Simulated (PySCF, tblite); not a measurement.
C7H5NOS.
Bonds: C1–N2 (double), N2–C3, C3–C4 (aromatic), C4–C5 (aromatic), C5–O6 (aromatic), O6–C7 (aromatic), C7–C8 (aromatic), C8–C9 (aromatic), C9–S10 (aromatic), C3–S10 (aromatic), C5–C9 (aromatic). Hydrogens: H11, H12 on C1; H13 on C4; H14 on C7; H15 on C8.

The geometry is computed with GFN2-xTB (gas phase).

(1) What internal coordinates does the optimisation give?

## Answers

(1) 
```csv
bond,length (pm)
C1=N2,126.2
N2–C3,135.7
C3–C4,137.7
C4–C5,140.1
C5–O6,134.6
O6–C7,135.4
C7–C8,136.3
C8–C9,141.3
C9–S10,171.9
C3–S10,176.4
C5–C9,139.6
C1–H11,109.2
C1–H12,107.9
C4–H13,107.4
C7–H14,107.2
C8–H15,107.0
```

A selection of angles:
```csv
angle,degrees
C1–N2–C3,124.4
N2–C3–C4,130.9
N2–C3–S10,115.7
C4–C3–S10,113.2
C3–C4–C5,110.6
C4–C5–O6,135.3
C4–C5–C9,114.6
O6–C5–C9,110.1
C5–O6–C7,106.0
O6–C7–C8,112.6
C7–C8–C9,104.8
C8–C9–S10,142.1
C5–C9–C8,106.4
C5–C9–S10,111.5
C3–S10–C9,90.1
```

Dihedral angles: C1–N2–C3–C4 -26° (synperiplanar). The mirror-image conformer, all signs reversed, is as good.

N2 (imine nitrogen) is bent (angle 124.4°). Of the pairs four or more bonds apart, C4···H11 is among the closest relative to their van der Waals radii: 2.87 Å, 99 % of the sum of Bondi's values. The 5-membered ring C3–C4–C5–C9–S10 has internal angles of 90.1° to 114.6°; it is planar, 0.01 Å rms from its mean plane, widest ring torsion 1°. The 2 C–N bonds span 1.262 Å (C1=N2, drawn double) to 1.357 Å (N2–C3, drawn single), a spread of 0.095 Å. The 2 C–S bonds span 1.719 Å (C9–S10, aromatic) to 1.764 Å (C3–S10, aromatic), a spread of 0.045 Å. The 5 C–C bonds span 1.363 Å (C7–C8, aromatic) to 1.413 Å (C8–C9, aromatic), a spread of 0.050 Å. The 5-membered ring C5–O6–C7–C8–C9 has internal angles of 104.8° to 112.6° (sum 540°, against 540° for a flat polygon); it is planar, 0.00 Å rms from its mean plane, widest ring torsion 0°.

Point group: C1 (no symmetry element, even within 0.4 Å). Its GFN2-xTB frequencies are all real (lowest 84 cm⁻¹). The numbers are those of one conformer.
